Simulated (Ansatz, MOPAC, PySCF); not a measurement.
Breaking a bond: H2Be, SMILES [BeH2]. The Be1–H3 bond (Be1 also carries H; H3 carries nothing else) is pulled apart rigidly from the PBE0/def2-TZVP optimised geometry.

Computed with: AM1, restricted, heats of formation (MOPAC); UHF/STO-3G = unrestricted Hartree-Fock/STO-3G in PySCF; UKS-B3LYP/6-31G* = unrestricted B3LYP/6-31G*, spherical d (PySCF); FCI = full CI/cc-pVTZ, frozen core run with Ansatz (a program for electronic structure).

Energies relative to the lowest point of each curve near equilibrium, in kcal/mol; the last columns give the difference from FCI:

| R / Å | AM1 | UHF/STO-3G | UKS-B3LYP/6-31G* | FCI | AM1 − FCI | UHF/STO-3G − FCI | UKS-B3LYP/6-31G* − FCI |
|---|---|---|---|---|---|---|---|
| 0.99 | 23.4 | 35.8 | 35.6 | 35.4 | -12.0 | 0.4 | 0.2 |
| 1.06 | 15.5 | 18.8 | 20.0 | 19.9 | -4.5 | -1.1 | 0.0 |
| 1.12 | 10.2 | 9.3 | 11.0 | 11.0 | -0.9 | -1.7 | -0.1 |
| 1.19 | 5.5 | 2.7 | 4.4 | 4.5 | 1.0 | -1.8 | -0.1 |
| 1.25 | 2.7 | 0.1 | 1.3 | 1.4 | 1.4 | -1.3 | -0.1 |
| 1.33 | 0.6 | 0.0 | 0.0 | 0.0 | 0.6 | 0.0 | 0.0 |
| 1.34 | 0.4 | 0.2 | 0.0 | 0.0 | 0.4 | 0.2 | 0.0 |
| 1.39 | 0.0 | 1.9 | 0.6 | 0.5 | -0.5 | 1.4 | 0.1 |
| 1.43 | 0.0 | 4.0 | 1.6 | 1.4 | -1.4 | 2.6 | 0.1 |
| 1.49 | 0.7 | 8.0 | 3.7 | 3.5 | -2.8 | 4.6 | 0.3 |
| 1.56 | 2.3 | 13.9 | 7.1 | 6.7 | -4.4 | 7.2 | 0.4 |
| 1.65 | 5.4 | 22.8 | 12.2 | 11.6 | -6.2 | 11.2 | 0.6 |
| 1.81 | 13.3 | 41.3 | 22.9 | 21.9 | -8.6 | 19.4 | 1.0 |
| 2.01 | 26.1 | 65.2 | 37.2 | 35.5 | -9.3 | 29.7 | 1.7 |
| 2.22 | 41.4 | 80.7 | 51.8 | 49.0 | -7.6 | 31.7 | 2.8 |
| 2.38 | 53.4 | 87.7 | 62.3 | 58.3 | -4.9 | 29.3 | 4.0 |
| 2.64 | 72.6 | 93.9 | 76.6 | 70.9 | 1.7 | 23.0 | 5.6 |
| 2.96 | 94.2 | 97.2 | 86.9 | 82.0 | 12.1 | 15.2 | 4.8 |
| 3.24 | 110.5 | 98.4 | 91.8 | 88.2 | 22.3 | 10.3 | 3.6 |
| 3.62 | 128.7 | 99.1 | 95.3 | 92.7 | 36.0 | 6.4 | 2.6 |
| 4.01 | 143.0 | 99.3 | 96.9 | 94.6 | 48.4 | 4.7 | 2.3 |
| 4.64 | 159.1 | 99.4 | 97.7 | 95.6 | 63.5 | 3.8 | 2.1 |

AM1 is furthest from FCI at 4.64 (63.5 kcal/mol, above); its mean absolute difference over the points is 11.4 kcal/mol.

UHF/STO-3G is furthest from FCI at 2.22 (31.7 kcal/mol, above); its mean absolute difference over the points is 9.4 kcal/mol.

UKS-B3LYP/6-31G* is furthest from FCI at 2.64 (5.6 kcal/mol, above); its mean absolute difference over the points is 1.5 kcal/mol.

The restricted form behind AM1 keeps the bonding electrons paired and can't separate into open-shell fragments. The unrestricted determinant behind UHF/STO-3G is spin-contaminated at 2.01 to 4.64 Å (<S²> up to 1.0, against 0.00 for a pure singlet). The unrestricted determinant behind UKS-B3LYP/6-31G* is spin-contaminated at 2.64 to 4.64 Å (<S²> up to 1.0, against 0.00 for a pure singlet).
